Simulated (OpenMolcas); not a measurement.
**Fe⁺: CASPT2 settings compared**

```yaml
Program: OpenMolcas 26.06
Basis: ANO-R2 [6s5p4d2f1g]
Scalar_Hamiltonian: X2C, finite nucleus
Active_space: 7 electrons in 6 orbitals (3d 4s)
State_averaging: 2S+1 = 6 even, 6 roots; 2S+1 = 4 even, 40 roots kept (CI in the orbitals of an earlier block); 2S+1 = 2 even, 52 roots kept (CI in the orbitals of an earlier block)
Spin-orbit_coupling: state interaction with AMFI integrals over the reference wave functions, term energies averaged over their components
```

Methods on the same reference wave functions:
A. CASSCF
B. SS-CASPT2, IPEA 0.4 Eh, imaginary shift 0.3 Eh (closed shells correlated: 2s 2p 3s 3p)
C. SS-CASPT2, IPEA 0 Eh, sigma2 regulariser 0.15 Eh (closed shells correlated: 3s 3p)
D. MS-CASPT2, IPEA 0 Eh, sigma2 regulariser 0.15 Eh (closed shells correlated: 3s 3p)
E. XMS-CASPT2, IPEA 0.1 Eh, real shift 0.05 Eh (closed shells correlated: 2s 2p 3s 3p)

Energies in cm-1 above 3d6 4s 6D 9/2, the measured ground level; measured values from NIST Handbook of Basic Atomic Spectroscopic Data.

```tsv
Level	A	B	C	D	E	Measured
3d6 4s 6D 9/2	0.0	0.0	0.0	0.0	0.0	0.0
3d6 4s 6D 7/2	387	388	389	389	388	385
3d6 4s 6D 5/2	679	678	679	679	678	668
3d6 4s 6D 3/2	883	881	880	880	881	863
3d6 4s 6D 1/2	1004	1001	1000	1000	1001	977
3d6 4s 4D 7/2(1)	10463	7810	7190	7190	8030	
3d6 4s 4D 5/2(1)	10920	8270	7650	7650	8490	
3d6 4s 4D 3/2(1)	11226	8570	7950	7950	8800	
3d6 4s 4D 1/2(1)	11402	8740	8130	8130	8970	
3d6 4s 4H 13/2	24542	22490	21270	21270	22670	21252
3d6 4s 4H 11/2	24705	22650	21420	21420	22820	21430
3d6 4s 4H 9/2	24845	22780	21540	21540	22950	21582
3d6 4s 4H 7/2	24962	22890	21660	21660	23070	21712
3d6 4s 4P 5/2	26685	21470	19760	19760	21720	
3d6 4s 4P 3/2	27698	22470	20750	20750	22710	
3d6 4s 4F 9/2	27846	23680	22010	22010	23890	
3d6 4s 4F 7/2	28007	23840	22170	22170	24050	
3d6 4s 4F 5/2	28152	23970	22290	22290	24190	
3d6 4s 4F 3/2	28270	24090	22400	22400	24300	
3d6 4s 4P 1/2	28364	23150	21440	21440	23400	
3d6 4s 4G 11/2 [61 %]	30329	26670	25260	25260	26800	25429
3d6 4s 4G 9/2 [63 %]	30736	27050	25670	25670	27200	25805
3d6 4s 4G 7/2	30945	27230	25870	25870	27390	25982
3d6 4s 2H 11/2 [61 %]	31003	27460	25830	25830	27440	26170
```

Deviations, from unrounded energies. A percentage is the sum of absolute deviations over the sum of measured energies, with the sign that they share, or ± where signs differ.

```json
{"Against measurement": "mean absolute deviation (cm-1)", "Levels": "12", "A": "2700", "B": "830", "C": "78", "D": "78", "E": "920"}
{"Against measurement": "fine structure of the ground term (%)", "Levels": "4", "A": "+2.1", "B": "+1.9", "C": "+1.9", "D": "+1.9", "E": "+1.9"}
{"Against measurement": "other terms of the ground configuration (%)", "Levels": "8", "A": "+17.3", "B": "+5.2", "C": "±0.5", "D": "±0.5", "E": "+5.8"}
```

C, D lie about equally close to measurement and A furthest from it. The largest miss of C in the table is 3d6 4s 2H 11/2 [61 %], by -340 cm-1. The ranking rests on the paired levels alone, and a cruder setting can come out closer through cancelling errors.

Among B to E the level of the table that moves most is 3d6 4s 4P 3/2, by 2000 cm-1 (lowest in D, highest in E). Moves below CASPT2's spread within the term are not significant.

The two smallest mean deviations differ by little beside CASPT2's spread within terms, so their order carries little weight.

From A to B the spin-free energies of the other terms of 3d6 4s shown, above 6D, scale by factors of 0.75 to 0.92.

The lowest spin-free term lies below A's lowest term by 0.644 hartree in B, 0.566 hartree in C, 0.566 hartree in D, 0.664 hartree in E.

CASPT2 breaks the degeneracy within a term, and the mean is taken; among the terms shown or strongly mixed into the levels shown the widest spread is 370 cm-1 (3d6 4s 2H, E). Over all roots computed the reference weight is 0.87 to 0.93 in C, 0.87 to 0.93 in D, 0.81 to 0.93 in E; the roots of lowest weight are the least certain, and an intruder state may touch them. Terms from blocks run as CI alone lack orbitals of their own. No level of 3d7 was computed, though it lies in the active space. Without dynamic correlation excited terms often stand tens of per cent too high (terms of higher spin than the ground term too low), and those without a measured partner can miss by more than the paired ones (holds for A). The CASPT2 spread within a term exceeds the gap to the next term for 3d6 4s 4G and 3d6 4s 2H, so the order of their levels is uncertain, and so are names and mixing where such terms share a J (holds for C; D; E). Measured partners are found by configuration, term and J. A level has none where our copy of the source lacks it or the pairing is in doubt (some pairs that miss far off the trend of their configuration count as doubtful), and it then counts in no deviation. Levels of configurations outside the active space are missing. The table leaves out levels that lie high or whose names do not pair safely across all columns.

A share in square brackets marks a mixed level and gives the weight of the term that names it, the lowest over the columns. A number in round brackets counts repeated terms of one configuration in the order of the reference energies.
